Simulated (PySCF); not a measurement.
A run for PySCF: R-B3LYP/6-31G* on CHN (SMILES C#N).

```python
from pyscf import gto, scf, dft, mp
from pyscf.data.elements import chemcore

mol = gto.M(
    atom='''
    C     0.57626914    1.53751556   -0.61857918
    N     0.60171230    1.15179999    0.45781194
    H     0.55289692    1.89771196   -1.62295007
    ''',
    basis='6-31g*',
    cart=True,
    charge=0, spin=0, verbose=3, max_memory=1800)
mf = dft.RKS(mol, xc='b3lyp')
mf.conv_tol = 1e-8
mf.max_cycle = 100
mf.kernel()
if not mf.converged:
    mf = mf.newton().run(mf.mo_coeff, mf.mo_occ)
```

Output:

```
converged SCF energy = -93.422184983246
```

Self-consistency was reached.

Cost: about 0.6 core-seconds (a rough figure).
